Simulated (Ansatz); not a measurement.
A calculation with Ansatz (development build ahead of 0.2.0).

```yaml
crystal:
  periodic: [false, false, false]
  atoms:
    - { symbol: Pd, position_ang: [0.0, 0.0, 0.0] }
    - { symbol: Cl, position_ang: [0.0, 0.0, 2.19] }
basis:
  gaussian: { orbitals: def2-TZVPP }
magnetization:
  spin_polarized: true
  initial_magnetization: 1
hamiltonian:
  xc: { name: wB97X }
```

The input is written out in the form of the current development build from the run's settings. The basis set brings a core potential for Pd, so the total leaves out those core electrons.

Results

```yaml
Converged: yes
Total_energy: -588.13626 hartree
Spin_squared_of_the_determinant: 0.752
Stability_test: minimum
```

Caution: other spin multiplicities were not run.
